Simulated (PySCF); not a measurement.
SMILES c1oc(cc1)[SiH2]COC, GFN2-xTB optimised geometry.

```
19

C      1.03    -3.32     0.56
O      0.30    -2.14     0.69
C     -0.65    -1.95    -0.34
Si    -1.53    -0.30     0.03
C     -0.25     1.06     0.00
C      1.12     1.06     0.00
C      1.53     2.41     0.00
C      0.39     3.14     0.00
O     -0.69     2.34     0.00
H      1.72    -3.36     1.41
H      1.60    -3.34    -0.38
H      0.38    -4.20     0.59
H     -1.36    -2.79    -0.36
H     -0.15    -1.95    -1.32
H     -2.54    -0.06    -1.02
H     -2.17    -0.39     1.34
H      1.75     0.19     0.01
H      2.54     2.79     0.00
H      0.21     4.20     0.00
```

Density from B3LYP/def2-SVP run with PySCF at that geometry.

Minimum of the electron density along straight lines between bonded atoms, close to the bond critical point (lines longer than 1.1 times the sum of covalent radii, or with two minima, are not listed):

```csv
bond,length / Å,ρ at the minimum / e bohr⁻³,∇²ρ there / e bohr⁻⁵,position (fraction from the first atom)
C1–O2,1.402,0.265,-0.46,0.34
O2–C3,1.413,0.257,-0.42,0.66
C3–Si4,1.908,0.113,0.32,0.62
Si4–C5,1.871,0.114,0.38,0.38
C5–C6,1.371,0.323,-0.82,0.51
C6–C7,1.411,0.295,-0.71,0.50
C7–C8,1.362,0.328,-0.85,0.48
C5–O9,1.358,0.277,0.09,0.33
C8–O9,1.339,0.294,0.06,0.33
C1–H10,1.089,0.284,-1.10,0.64
C1–H11,1.098,0.278,-1.03,0.63
C1–H12,1.098,0.278,-1.03,0.63
C3–H13,1.099,0.274,-0.99,0.63
C3–H14,1.099,0.274,-0.99,0.63
Si4–H15,1.470,0.116,0.32,0.49
Si4–H16,1.466,0.117,0.33,0.49
C6–H17,1.070,0.288,-1.13,0.64
C7–H18,1.071,0.286,-1.11,0.63
C8–H19,1.073,0.291,-1.17,0.65
```
